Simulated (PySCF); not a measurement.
Mapped SMILES: `[CH2:1]=[CH:2][CH2:3]/[C:4](=[N:5]\[CH3:6])[CH:7]([CH3:8])[CH3:9]`; H(Xn) means a hydrogen on atom n. Ha(C1) is cis to C3; Hb(C1) is trans to C3.

One conformer, gas phase, non-relativistic, rapidly exchanging positions averaged. Coordinates at the GFN2-xTB level; σ from GIAO-PBE0/pcSseg-1; PySCF.

References, each an isolated molecule treated in the same way: TMS for ¹³C (186.93 ppm).

**Question.** Do the ¹³C shifts follow the atomic charges (in e)? Tabulate both.

**Answer.** 
| atoms | hybridisation | δ (ppm) | σ para (ppm) | Hirshfeld | IAO | Mulliken | ESP-fitted |
| --- | --- | --- | --- | --- | --- | --- | --- |
| C4 | sp2 | 175.5 | -248 | +0.10 | +0.17 | +0.04 | +0.57 |
| C2 | sp2 | 142.0 | -213 | -0.03 | -0.12 | -0.23 | +0.02 |
| C1 | sp2 | 122.9 | -189 | -0.11 | -0.32 | -0.14 | -0.49 |
| C7 | sp3 | 41.8 | -104 | -0.03 | -0.11 | -0.34 | +0.08 |
| C6 | sp3 | 40.8 | -103 | -0.08 | -0.31 | -0.09 | -0.34 |
| C3 | sp3 | 39.9 | -104 | -0.07 | -0.30 | -0.15 | -0.41 |
| C8/C9 | sp3 | 22.9 | -83 | -0.12 | -0.41 | -0.19 | -0.41 |

Correlation coefficients of δ with charge over these carbons: Hirshfeld +0.66, IAO +0.71, Mulliken +0.49, ESP-fitted +0.62; with the paramagnetic shielding -1.00. Among the 4 sp3 carbons alone: Hirshfeld +0.84, IAO +0.74, Mulliken -0.10, ESP-fitted +0.46. With so few points, grouped by hybridisation, these coefficients are fragile. Charge is one influence among several: hybridisation and low-lying excitations act through the paramagnetic term.

Shifts are as computed. Against solution values, carbons near 30 ppm lie about +3 ppm off and those near 130 ppm about +5 ppm. Of 1211 compounds with measured shifts, 218 miss one by over three times the rms of a fit or turn the order of signals round; such compounds aren't used in these exercises.
